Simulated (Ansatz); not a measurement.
Molecule: sum formula PbClF (charge 0, singlet). SMILES: [F][Pb][Cl]
Geometry: optimised at B3LYP-D3(BJ)/def2-TZVP (Ansatz, a program for electronic structure).

Parts of the frozen-core correlation energy in def2-TZVPP (Ansatz, hartree). Frozen orbitals: 15; correlated occupied orbitals by spin: 9 and 9; virtual: 99 and 99. Spin-orbit coupling is left out. Past Kr the def2 sets carry scalar-relativistic core potentials.

```csv
term,value
reference (HF),-750.92174
MP2 opposite-spin,-0.38640
MP2 same-spin,-0.13331
CCSD correlation,-0.53584
(T),-0.02012
T1 diagnostic,0.016
largest doubles amplitude,0.035
```
